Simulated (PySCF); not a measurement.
Löwdin shares of the frontier orbitals

Compound: GeH(NCO)3, C₃HGeN₃O₃.
Geometry (PBE0-D3(BJ)/def2-SVP, Å), atoms numbered from 1 in this order:
```
atom  x, y, z in Å
Ge1    0.1241    0.0688    0.9470
H2     0.4073    0.0974    2.4349
N3     1.6445    0.0248   -0.0066
C4     2.5634   -0.2693   -0.7192
O5     3.4720   -0.5263   -1.4024
N6    -0.7837    1.5381    0.4561
C7    -1.3043    2.3486   -0.2619
O8    -1.8221    3.1604   -0.9175
N9    -0.8621   -1.3778    0.5319
C10   -1.4008   -2.1756   -0.1889
O11   -1.9402   -2.9747   -0.8426
```

Computed, not measured: TDDFT PBE0/def2-SVPD, vertical, gas phase, core orbitals frozen in the response (PySCF 2.14.0, density-fitted response routines). Relativistic effects, spin–orbit coupling among them, are left out although an element past zinc is present.

Frontier orbitals with the atoms that hold most of them (Löwdin shares over 4%, at most four atoms; ? is withheld):

```csv
orbital,ε (eV),atoms
LUMO+2,-0.30,"Ge1 25%, N6 12%, C7 11%, N3 9%"
LUMO+1,-0.47,"Ge1 24%, N9 11%, C10 10%, N6 10%"
LUMO,-0.63,?
HOMO,-9.07,?
HOMO-1,-9.25,"N9 25%, N6 18%, O11 16%, O8 12%"
HOMO-2,-9.27,"N3 32%, O5 22%, N6 13%, C4 11%"
HOMO-3,-9.63,"N6 25%, O8 17%, N3 14%, O5 10%"
```

(1) Give the leading atoms of the LUMO.

(2) Which atoms hold the HOMO, and with what shares?

(3) The HOMO–LUMO gap is 8.44 eV. Where does the response calculation put the lowest singlet, and from which orbitals?

Results:

(1) Ge1 (bonded to 3 N and H) 18%; N9 (bonded to C and Ge) 14%; N3 (bonded to C and Ge) 13%; C10 (bonded to N and O) 10%. By element: nitrogen 26% or more, germanium 18%, carbon 10% or more.

(2) N9 (bonded to C and Ge) 19%; N3 (bonded to C and Ge) 17%; N6 (bonded to C and Ge) 15%; O11 (bonded to C) 12%. By element: nitrogen 51%, oxygen 12% or more.

(3) S1 is at 6.93 eV (f = 0.0024), 1.51 eV below the gap, made of HOMO→LUMO (63%). Without the coupling terms of the response equations the lowest excitation would equal the gap.

Next come S2 at 7.09 eV (f 0.0015), HOMO-2→LUMO (53%), HOMO-1→LUMO (8%); S3 at 7.13 eV (f 0.0006), HOMO→LUMO+1 (37%), HOMO-1→LUMO (33%), HOMO-2→LUMO (10%); S4 at 7.18 eV (f 0.0043), HOMO-1→LUMO+1 (37%), HOMO-2→LUMO+1 (13%), HOMO→LUMO+1 (10%); S5 at 7.29 eV (f 0.0022), HOMO-2→LUMO+1 (19%), HOMO-1→LUMO+1 (15%), HOMO-1→LUMO+2 (14%).

Löwdin shares depend on the basis, the more so with diffuse functions.

One conformer stands for the species.
